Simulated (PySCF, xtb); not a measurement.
1-ethenylcyclopropan-1-amine (C5H9N), SMILES C=CC1(N)CC1.

GFN2-xTB (xtb) at its own geometry gives an orbital gap of 4.26 eV and a dipole moment of 1.54 D.

Geometry: PBE0-D3(BJ)/def2-SVP. Other conformers were not sampled.

Q: What does B3LYP/def2-TZVP (PySCF) give? (The exact figures need the calculation; the answer reports its results.)

A: gap 6.47 eV (levels -6.23 and 0.24 eV), dipole 1.61 D.
